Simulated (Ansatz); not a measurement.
Ansatz (a program for electronic structure) input (X2C-CCSD(T)/cc-pVTZ-DK):

Ansatz 0.2 input:
```yaml
crystal:
  periodic: [false, false, false]
  atoms:
    - {symbol: B, position_ang: [-0.00000000, -0.00000000, -0.73477070]}
    - {symbol: N, position_ang: [0.00000000, 0.00000000, 0.57007214]}
    - {symbol: H, position_ang: [-0.00000000, -0.00000000, -1.90320192]}
    - {symbol: H, position_ang: [0.00000000, 0.00000000, 1.58655045]}
basis:
  gaussian:
    orbitals: cc-pVTZ-DK
total_charge: 1
magnetization: {spin_polarized: true, initial_magnetization: 1}
correlation: {method: ccsd_t, electrons: outside_noble_gas}
```

End of the output:

```
integrals: 0.12 GiB planned
514 factors; integrals over basis functions are off by at most 1.3e-3 eV
mean field: 0.14 GiB planned
mean field evaluation 1: about -2174.2292 eV, gradient 2.7e1 eV
mean field evaluation 2: about -2174.2301 eV, gradient 2.7e1 eV
mean field evaluation 4: about -2177.2878 eV, gradient 1.7e0 eV
mean field evaluation 8: about -2177.3147 eV, gradient 6.3e-3 eV
mean field evaluation 16: about -2177.2865 eV, gradient 1.7e0 eV
mean field evaluation 32: about -2177.1739 eV, gradient 2.3e0 eV
mean field -2177.31469877 eV, -80.0148393428 hartree, gradient 2.6e-6 eV, S^2 0.762962; 2 other end points of the search recorded, 0 dependent functions left out
2 core orbitals not correlated
reference -2177.31469877 eV, -80.0148393428 hartree; 5, 4 occupied and 81, 82 virtual orbitals, 514 factors
second order -6.36470916 eV of doubles, -0.00000000 eV of singles
coupled cluster: 0.34 GiB planned
cycle   1  -6.76664220 eV  change   -4.0e-1 eV  update   5.7e-2
cycle   2  -6.96436823 eV  change   -2.0e-1 eV  update   2.0e-2
cycle   3  -7.00789756 eV  change   -4.4e-2 eV  update   1.1e-2
cycle   4  -7.00331221 eV  change    4.6e-3 eV  update   4.0e-3
cycle   5  -7.00483184 eV  change   -1.5e-3 eV  update   1.7e-3
cycle   6  -7.00514528 eV  change   -3.1e-4 eV  update   7.5e-4
cycle   7  -7.00535899 eV  change   -2.1e-4 eV  update   2.7e-4
cycle   8  -7.00542151 eV  change   -6.3e-5 eV  update   7.0e-5
cycle   9  -7.00540982 eV  change    1.2e-5 eV  update   2.7e-5
cycle  10  -7.00541609 eV  change   -6.3e-6 eV  update   1.1e-5
perturbative correction -0.24387573 eV, -0.0089622679 hartree
Total energy: -2184.56399059 eV, -80.2812459034 hartree
Relativity: scalar
```
